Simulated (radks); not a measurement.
The numbers below are computed, except where a source is named.
Q: Valence configurations of the nitrogen ion N3+ (all share [He]). Level of theory: scalar-relativistic Kohn-Sham, PBE, spin-unpolarised, spherical densities, finite nucleus; Fermi nuclear charge, rms radius 2.5582 fm (a radial shooting solver on a logarithmic mesh with Libxc functionals). Order these by energy: 2s1 2p1; 2p2; 2s2; 2s0.5 2p1.5; 2s1.5 2p0.5.

A: From the lowest, in eV above it: 2s2 0.000; 2s1.5 2p0.5 5.533; 2s1 2p1 11.083; 2s0.5 2p1.5 16.652; 2p2 22.239. NIST lists [He] 2s2 as the ground configuration; this level of theory agrees among the configurations tried. The energies are those of spherical spin-averaged densities, not of single terms.
